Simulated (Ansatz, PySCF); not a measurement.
Process, species as SMILES: BOC → B[O] + [CH3] (CH3) (the C-O bond at the site shown breaks; other sites are not compared here)
Geometries: B3LYP-D3(BJ)/def2-TZVP minima from Ansatz (a first-principles code), one conformer each, not searched for the lowest. Frequencies are from Ansatz or PySCF.

Quantity: bond dissociation energy (0 K, with B3LYP-D3(BJ) harmonic zero-point energies), in eV. Cores are frozen in the correlated levels unless marked. Open shells are spin-unrestricted. No spin-orbit coupling. No relativistic terms. Basis-set limits of correlation are two-point, X^-3; Hartree-Fock from the larger set.

```json
[
 {"level": "SVWN5/def2-TZVPD", "program": "Ansatz", "bond dissociation energy (eV)": "3.73"},
 {"level": "BLYP-D3(BJ)/def2-TZVPD", "program": "Ansatz + dftd3", "bond dissociation energy (eV)": "(withheld)"},
 {"level": "PBE0/STO-3G", "program": "Ansatz", "bond dissociation energy (eV)": "3.73"},
 {"level": "PBE0-D3(BJ)/def2-TZVPD", "program": "Ansatz + dftd3", "bond dissociation energy (eV)": "3.10"},
 {"level": "BHLYP-D3(BJ)/def2-TZVPD", "program": "Ansatz + dftd3", "bond dissociation energy (eV)": "(withheld)"},
 {"level": "HSE06/def2-TZVPD", "program": "Ansatz", "bond dissociation energy (eV)": "(withheld)"},
 {"level": "CAM-B3LYP-D3(BJ)/def2-TZVPD", "program": "Ansatz + dftd3", "bond dissociation energy (eV)": "3.11"},
 {"level": "LC-wPBE-D4/def2-TZVPD", "program": "Ansatz + dftd4", "bond dissociation energy (eV)": "3.19"},
 {"level": "wB97M-V/def2-TZVPD", "program": "Ansatz", "bond dissociation energy (eV)": "3.25"},
 {"level": "B2GP-PLYP/def2-TZVPD", "program": "Ansatz", "bond dissociation energy (eV)": "(withheld)"},
 {"level": "B2PLYP/def2-TZVPD", "program": "Ansatz", "bond dissociation energy (eV)": "3.14"},
 {"level": "SCS-MP2/STO-3G", "program": "Ansatz", "bond dissociation energy (eV)": "3.35"},
 {"level": "CCSD/STO-3G", "program": "Ansatz", "bond dissociation energy (eV)": "3.14"},
 {"level": "CCSD/aug-cc-pVTZ", "program": "Ansatz", "bond dissociation energy (eV)": "3.17"},
 {"level": "CCSD/cc-pVQZ", "program": "Ansatz", "bond dissociation energy (eV)": "3.18"},
 {"level": "CCSD(T)/CBS(aug-cc-pVTZ,aug-cc-pVQZ)", "program": "Ansatz", "bond dissociation energy (eV)": "3.32"}
]
```

Problem. Fill in the missing entries.

Solution. 
- BLYP-D3(BJ)/def2-TZVPD, bond dissociation energy (eV): 2.82
- BHLYP-D3(BJ)/def2-TZVPD, bond dissociation energy (eV): 2.97
- HSE06/def2-TZVPD, bond dissociation energy (eV): 3.06
- B2GP-PLYP/def2-TZVPD, bond dissociation energy (eV): 3.24
